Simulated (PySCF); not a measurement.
**Mo(2+): ionisation energy**

Mo(2+) [Kr] 4d4 (5D) → Mo(3+) [Kr] 4d3 (4F), as a difference of total energies. Computed with PySCF 2.14 in aug-cc-pwCVDZ-PP with ECP28MDF, with a scalar-relativistic core potential. Correlated levels: valence and next inner shell: nothing frozen outside the core potential. The calculations carry no spin-orbit coupling.

| method | ionisation energy (eV) |
| --- | --- |
| UHF | 26.054 |
| MP2 (valence and next inner shell) | 26.928 |
| SCS-MP2 (valence and next inner shell) | 26.623 |
| CCSD (valence and next inner shell) | 26.779 |
| CCSD(T) (valence and next inner shell) | 26.807 |

Q: How much does correlation contribute at CCSD(T) (valence and next inner shell)?

A: 26.807 − (26.054) = 0.753 eV, measured against UHF.

The reference lies between the lowest fine-structure levels, while these numbers refer to the centres of the terms.

Errors of the correlated levels include the incompleteness of this basis.

For comparison: 27.13 ± 0.12 eV (semi-empirical (NIST evaluation); NIST Atomic Spectra Database, ionization energies).
